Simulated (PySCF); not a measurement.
# Electron correlation in Fe¹¹⁺ (iron, charge +11)

[Ne] 3s2 3p3, high-spin 4S determinant. Calculation: PySCF 2.14, in an even-tempered Gaussian basis (17 s from 0.69 bohr⁻², ratio 2.5; 11 p from 0.9 bohr⁻², ratio 2.5; 5 d from 5 bohr⁻², ratio 2.7; 4 f from 7.5 bohr⁻², ratio 2.7); the non-relativistic Hamiltonian (point nucleus). Frozen: 1s2; 13 electrons correlated; the 17 highest virtual orbitals of each spin left out.

```json
{"level": "CCSD", "correlation energy (mhartree)": "-471.61"}
{"level": "(T)", "correlation energy (mhartree)": "-2.66"}
{"level": "CCSD(T)", "correlation energy (mhartree)": "-474.27"}
```

Diagnostics: T1 = 0.0014, D1 = 0.0047, largest double amplitude 0.040.

Question: Is a single reference adequate?

Answer: Yes, within this model without spin-orbit coupling: T1 lies below 0.03 and no double amplitude reaches 0.07.
